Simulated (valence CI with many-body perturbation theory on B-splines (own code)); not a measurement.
Basis-set convergence for Xe5+

Computed by valence CI with perturbative core correlation (CI+MBPT): three valence electrons over a frozen Dirac-Fock core [Kr] 4d10, a basis of 9 s, 9 p, 8 d, 6 f, 3 g, 1 h functions for each j, with the one-electron correlation potential Σ1, the two-electron term Σ2, the three-electron term Σ3, Breit, model QED; selected CI, second order for the rest, scaled by the run's own slope (own B-spline code, finite nucleus).

Against 16 measured levels this calculation errs by 361 cm⁻¹ on average and by 763 at most. These come from a selection out of Saloman, J. Phys. Chem. Ref. Data 33, 765 (2004). Levels without a partner in it may be off by more, other configurations by several thousand cm⁻¹.

The reference run has the lowest level 5s²5p ²P°_1/2 and an ionisation energy of 66.7022 eV. Its largest variational space holds 9306 state functions.

Names give the largest LS component (configuration and term), which can be under half, so a name can repeat, a term be missing and a line seem to break the LS rules; names also repeat where a configuration has a term twice.

Changed runs:
A. basis 6 s, 6 p, 5 d, 3 f, 1 g
B. basis 5 s, 5 p, 4 d, 2 f

Excitation energies of the reference run in cm⁻¹, and shifts in cm⁻¹:

```
                 Level  Reference        A        B
         5s²5p ²P°_3/2      15604     -8.9      -22
          5s5p² ⁴P_1/2      92295     -119     -382
          5s5p² ⁴P_3/2     100075     -133     -444
          5s5p² ⁴P_5/2     106933     -117     -381
          5s5p² ²D_3/2     124793     -6.2      +69
          5s5p² ²D_5/2     129120      -24     -6.2
          5s5p² ²P_1/2     142194      +97     +558
          5s5p² ²S_1/2     158227     +105     +640
          5s5p² ²P_3/2     159613      +76     +416
          5s²5d ²D_3/2     180798      +95     +380
          5s²5d ²D_5/2     182891      +92     +359
         4f5s² ²F°_5/2     185427     +308    +1361
Ionisation energy (eV)    66.7022  -0.0146  -0.0591
```
